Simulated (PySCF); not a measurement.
BCl, SMILES Cl[B] (connectivity only; charge and spin as stated), charge +1, multiplicity 2.

Geometry: B3LYP-D3(BJ)/def2-TZVPD.

Level of theory: B3LYP-D3(BJ)/def2-TZVPD (PySCF).

Frequencies are harmonic and unscaled.

Estimate the vibrational spectrum. (An estimate is asked for; the answer gives what the named calculation found.)


```json
[
 {"mode": "1", "ν (cm⁻¹)": "1139", "IR (km/mol)": "161.0", "moving atoms (share of kinetic energy)": "B 77 %, Cl 23 %"}
]
```
